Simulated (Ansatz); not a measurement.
Harmonic frequencies (cm⁻¹) at PBE0-D4/def2-TZVP from Ansatz: 106, 156, 189, 249, 276, 278, 298, 381, 394, 569, 659, 823, 872, 955, 1008, 1023, 1114, 1123, 1252, 1274, 1298, 1400, 1413, 1461, 1469, 1471, 1490, 1497, 3057, 3061, 3125, 3135, 3138, 3152, 3155, 3196.

Each molecule was computed in one conformer, which needn't be the lowest.

Which molecule is it?
A. `CC(C)(Br)CBr`
B. `C[C@H](Br)[C@@H](C)Br`
C. `BrCCCCBr`
D. `CC(Br)CCBr`

A.
